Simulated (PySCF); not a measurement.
**Vibration and rotation of PbCl⁻**

UHF constants of PbCl⁻, ³Σ⁻ (triplet), unpaired electrons π ↑↑ (PySCF, scalar-relativistic core potentials, basis sets Pb def2-SVPD with ECP60, Cl def2-SVPD; masses 207.9766 and 34.9689 u):

- ωe: 185.4 cm⁻¹
- ωexe: 1.2 cm⁻¹
- Be: 0.072639 cm⁻¹
- αe: 0.000529 cm⁻¹

(1) What force constant and bond length do these constants imply?

(2) Estimate the centrifugal constant D from the Kratzer relation and find the Dunham coefficient a1.

Spin–orbit coupling is left out, which matters for elements this heavy, above all for dissociation energies. Hartree–Fock leaves out correlation, which carries a large part of most bond energies and some tenths to 1 eV of ionisation energies. The state was picked by a PBE0 search and need not be the measured ground state.

Answers

(1) Reduced mass μred = 29.936 u; k = 5.8918×10⁻⁷·μred·ωe² (u, cm⁻¹, mdyn/Å) = 0.606 mdyn/Å; Re = √(16.8576/(μred·Be)) (u, cm⁻¹, Å) = 2.784 Å.

(2) D = 4Be³/ωe² = 4.46e-08 cm⁻¹; a1 = −1 − αeωe/(6Be²) = -4.10.
